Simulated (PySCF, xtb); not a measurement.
SbFBr₂, SMILES [Sb]([Br])([Br])[F].

Harmonic wavenumbers (cm⁻¹) from GFN2-xTB run with xtb 6.7.1 at its own minimum, in rising order: 73, 108, 124, 225, 234, 385.

Task: What does PBE0-D3(BJ)/def2-SVP run with PySCF 2.14.0 give at its own minimum? (The exact figures need the calculation; the answer reports its results.)

Result: 80, 140, 153, 261, 266, 640. Paired by order, the mean absolute difference is 65 cm⁻¹ and the zero-point energies are 1.6 and 2.2 kcal/mol.
